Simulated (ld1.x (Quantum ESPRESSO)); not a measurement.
**Before and after: TM potential for barium (Ba)**

```json
{
  "Element": "barium",
  "Generator": "ld1.x (Quantum ESPRESSO) 7.5",
  "Type": "norm-conserving Troullier–Martins (Kleinman–Bylander form)",
  "Functional": "PBEsol",
  "Relativity": "scalar-relativistic",
  "Frozen core": "[Xe]",
  "Valence charge": "2",
  "Reference configuration": "5d0 6s1.5 6p0.5",
  "Partial waves": "6s (bound): rc 4.20 bohr; 6p (bound): rc 3.45 bohr; 5d (bound, empty): rc 4.20 bohr",
  "Local potential": "the d channel",
  "Core correction": "a·sin(br)/r model core, default radius (core density twice the valence density)"
}
```

All-electron outer shells of the reference configuration (PBEsol, scalar-relativistic, ld1.x):

```csv
shell,level (eV),outermost node (bohr),outermost maximum (bohr)
5s,-34.30,0.80,1.47
5p,-19.32,0.86,1.67
6s,-3.55,1.96,4.10
5d,-2.44,1.00,2.46
6p,-1.50,2.35,5.34
```

Change: local potential all-electron potential smoothed inside 3.80 bohr (lloc = -2).

Cutoffs: the cutoffs (Ry, on a coarse ladder) from which the occupation-weighted sum of valence levels, in a spherical-Bessel basis at the reference potential, stays within 10 and 1 mRy of its value at 400 Ry; they do not see the model core or the augmentation charge, which bear on the density cutoff. Errors are all-electron minus pseudo energies relative to the spin-unpolarised reference configuration.

How do hardness, ghosts and transferability respond?

The potential gets harder (6 Ry and 12 Ry → 8 Ry and 15 Ry); the bound ghost in p, s disappears; of the 7 tests that both files solve, the error grows in 0 and shrinks in 6 by more than 15 % and 0.3 meV (median size 5.6 → 1.3 meV). In the separable form a ghost depends on how the local part lies against the semilocal potential of the channel, so the choice of the local part can create or remove one.

```csv
quantity,base,changed
"cutoff, loose",6 Ry,8 Ry
"cutoff, tight",12 Ry,15 Ry
loose cutoff by channel (10 mRy a level),"s 6 Ry, p 6 Ry","s 6 Ry, p 8 Ry"
bound ghosts,"s, p",none
"error for 5d0 6s2 6p0, meV [ΔE -1.02 eV]",-1.8,-1.3
"error for 5d0 6s1 6p0, meV [ΔE 4.36 eV]",-5.6,-1.0
"error for 5d0 6s1.5 6p0, meV [ΔE 1.13 eV]",-0.5,-0.1
"error for 5d0 6s1 6p1, meV [ΔE 1.03 eV]",+1.2,-1.3
"error for 5d0 6s0 6p1, meV [ΔE 6.96 eV]",+219,+5.1
"error for 5d0 6s0 6p2, meV [ΔE 3.15 eV]",+35,-7.7
"error for 5d0.5 6s1.5 6p0, meV [ΔE -0.37 eV]",-11,-8.3
s: phases at 4.57 bohr within 0.05 rad from the reference energy up to (Ry; the scan ends near 5),1.1,0.3
p: phases at 4.57 bohr within 0.05 rad from the reference energy up to (Ry; the scan ends near 5),-0.1,0.0
d: phases at 4.57 bohr within 0.05 rad from the reference energy up to (Ry; the scan ends near 5),0.7,0.6
```

 A true bound ghost makes a file unfit for plane-wave use even where its test errors are small: the radial tests pick states by their node count and pass the ghost by.
